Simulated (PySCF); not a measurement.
Molecule: CH$_{3}$F$_{3}$Ge, charge 0, multiplicity 1. SMILES: [CH3][Ge]([F])([F])[F]
Geometry: optimised at B3LYP-D3(BJ)/def2-TZVP (Ansatz).

Dispersion corrections to the total energy (kcal/mol) from the dftd3 and dftd4 libraries through PySCF: D3(BJ) without and D4 with the three-body term, each with the damping fitted for the functional named.

```tsv
functional	D3(BJ)	D4
HF	-24.59	-11.37
PBE0	___	-2.69
CAM-B3LYP	-2.31	___
BHLYP	-4.20	___
PBE	-2.86	-3.20
PW6B95	-1.53	-2.90
TPSS	-3.63	-4.32
```

Fill in the missing entries.


- PBE0, D3(BJ): -2.50
- CAM-B3LYP, D4: -2.72
- BHLYP, D4: -3.96
